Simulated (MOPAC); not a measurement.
A run for MOPAC: PM3 on CH5NO (a complex).

```
PM3 1SCF PRECISE CHARGE=0 THREADS=1
CH5NO

H     -0.31464169 1    -0.21504588 1     0.47386967 1
H      0.00558872 1    -0.00639791 1    -0.16753557 1
N      0.97302799 1     0.69628619 1     3.30529353 1
C     -0.10162329 1    -0.01667039 1     3.72155516 1
O     -0.89303854 1    -0.56937865 1     2.99126184 1
H      1.15304325 1     0.79253010 1     2.31898976 1
H      1.59399156 1     1.13314147 1     3.96287162 1
H     -0.18779639 1    -0.04553007 1     4.82310382 1
```

The log:

```
*******************************************************************************
 **                                                                           **
 **                              MOPAC v23.2.5                                **
 **                                                                           **
 *******************************************************************************
 ** MOPAC's Digital Object Identifier: https://doi.org/10.5281/zenodo.6511958 **
 **                                                                           **
 ** Please cite the open-source release paper for use of this MOPAC version:  **
 ** J. E. Moussa and J. J. P. Stewart (2026)                                  **
 ** MOPAC: An open-source semiempirical molecular orbital program             **
 ** J. Open Source Softw., 11(119), 8025, https://doi.org/10.21105/joss.08025 **
 *******************************************************************************

                              PM3 CALCULATION RESULTS

 *******************************************************************************
 *  PM3        - The PM3 Hamiltonian to be used
 *
 *
 *
 *                 CHARGE ON SYSTEM = 0
 *
 *
 *
 *  PRECISE    - TIGHTER CRITERIA TO BE USED
 *  1SCF       - DO 1 SCF AND THEN STOP
 *  THREADS=1  - MULTI-THREADING NOT USED
 *  T=         - A TIME OF 172800.0 SECONDS REQUESTED
 *  DUMP=N     - RESTART FILE WRITTEN EVERY 7200.0 SECONDS REQUESTED
 *******************************************************************************
PM3 1SCF PRECISE CHARGE=0 THREADS=1
 CH5NO

   ATOM   CHEMICAL          X               Y               Z
  NUMBER   SYMBOL      (ANGSTROMS)     (ANGSTROMS)     (ANGSTROMS)

     1       H         -0.31464169  *  -0.21504588  *   0.47386967  *
     2       H          0.00558872  *  -0.00639791  *  -0.16753557  *
     3       N          0.97302799  *   0.69628619  *   3.30529353  *
     4       C         -0.10162329  *  -0.01667039  *   3.72155516  *
     5       O         -0.89303854  *  -0.56937865  *   2.99126184  *
     6       H          1.15304325  *   0.79253010  *   2.31898976  *
     7       H          1.59399156  *   1.13314147  *   3.96287162  *
     8       H         -0.18779639  *  -0.04553007  *   4.82310382  *



          CARTESIAN COORDINATES

    NO.       ATOM           X           Y           Z

     1         H         -0.3146     -0.2150      0.4739
     2         H          0.0056     -0.0064     -0.1675
     3         N          0.9730      0.6963      3.3053
     4         C         -0.1016     -0.0167      3.7216
     5         O         -0.8930     -0.5694      2.9913
     6         H          1.1530      0.7925      2.3190
     7         H          1.5940      1.1331      3.9629
     8         H         -0.1878     -0.0455      4.8231

  H: (PM3): J. J. P. STEWART, J. COMP. CHEM. 10, 209 (1989).
  C: (PM3): J. J. P. STEWART, J. COMP. CHEM. 10, 209 (1989).
  N: (PM3): J. J. P. STEWART, J. COMP. CHEM. 10, 209 (1989).
  O: (PM3): J. J. P. STEWART, J. COMP. CHEM. 10, 209 (1989).

           Empirical Formula: C H5 N O  =     8 atoms



      MOLECULAR POINT GROUP   :   Cs


      RHF CALCULATION, NO. OF DOUBLY OCCUPIED LEVELS = 10


 -------------------------------------------------------------------------------
 PM3 1SCF PRECISE CHARGE=0 THREADS=1
 CH5NO



     1SCF WAS SPECIFIED, SO BFGS WAS NOT USED
     SCF FIELD WAS ACHIEVED


                              PM3 CALCULATION
                                                       MOPAC v23.2.5 Linux




          FINAL HEAT OF FORMATION =        -50.65616 KCAL/MOL =    -211.94537 KJ/MOL


          COSMO AREA              =         94.63 SQUARE ANGSTROMS
          COSMO VOLUME            =         72.16 CUBIC ANGSTROMS

          IONIZATION POTENTIAL    =          9.979068 EV
          HOMO LUMO ENERGIES (EV) =         -9.979  1.490
          NO. OF FILLED LEVELS    =         10
          MOLECULAR WEIGHT        =         47.0566         POINT GROUP:  Cs

          MOLECULAR DIMENSIONS (Angstroms)

            Atom       Atom       Distance
            H     8    H     2     4.99454
            H     7    O     5     3.04733
            H     6    H     8     0.01994


          SCF CALCULATIONS        =          1





   ATOM   CHEMICAL          X               Y               Z
  NUMBER   SYMBOL      (ANGSTROMS)     (ANGSTROMS)     (ANGSTROMS)

     1       H         -0.31464169  *  -0.21504588  *   0.47386967  *
     2       H          0.00558872  *  -0.00639791  *  -0.16753557  *
     3       N          0.97302799  *   0.69628619  *   3.30529353  *
     4       C         -0.10162329  *  -0.01667039  *   3.72155516  *
     5       O         -0.89303854  *  -0.56937865  *   2.99126184  *
     6       H          1.15304325  *   0.79253010  *   2.31898976  *
     7       H          1.59399156  *   1.13314147  *   3.96287162  *
     8       H         -0.18779639  *  -0.04553007  *   4.82310382  *

                             CARTESIAN COORDINATES

   1    H       -0.314641690    -0.215045880     0.473869670
   2    H        0.005588720    -0.006397910    -0.167535570
   3    N        0.973027990     0.696286190     3.305293530
   4    C       -0.101623290    -0.016670390     3.721555160
   5    O       -0.893038540    -0.569378650     2.991261840
   6    H        1.153043250     0.792530100     2.318989760
   7    H        1.593991560     1.133141470     3.962871620
   8    H       -0.187796390    -0.045530070     4.823103820


           Empirical Formula: C H5 N O  =     8 atoms



      MOLECULAR POINT GROUP   :   Cs


                  EIGENVALUES
 -37.67742 -30.92346 -21.42924 -18.29491 -16.88004 -15.55243 -14.50426 -14.49775
 -10.61853  -9.97907   1.48976   1.51788   3.17848   4.65573   4.84088   5.81954
   7.43955


              NET ATOMIC CHARGES AND DIPOLE CONTRIBUTIONS

  ATOM NO.   TYPE          CHARGE      No. of ELECS.   s-Pop       p-Pop
    1          H           0.023447        0.9766     0.97655
    2          H          -0.022680        1.0227     1.02268
    3          N          -0.026817        5.0268     1.29597     3.73085
    4          C           0.226974        3.7730     1.18788     2.58515
    5          O          -0.395136        6.3951     1.86433     4.53081
    6          H           0.069212        0.9308     0.93079
    7          H           0.071831        0.9282     0.92817
    8          H           0.053167        0.9468     0.94683
 DIPOLE           X         Y         Z       TOTAL
 POINT-CHG.     2.308     1.592     1.396     3.132
 HYBRID         0.405     0.280     0.149     0.514
 SUM            2.713     1.872     1.545     3.640


          ATOMIC ORBITAL ELECTRON POPULATIONS

     Atom    s        px        py        pz
    1  H   0.97655
    2  H   1.02268
    3  N   1.29597   1.22275   1.51511   0.99299
    4  C   1.18788   0.84469   0.81321   0.92724
    5  O   1.86433   1.44000   1.43816   1.65265
    6  H   0.93079
    7  H   0.92817
    8  H   0.94683

 **********************
 *                    *
 * JOB ENDED NORMALLY *
 *                    *
 **********************




 == MOPAC DONE ==
```

The run finished.

Cost: roughly 0.03 core-seconds.
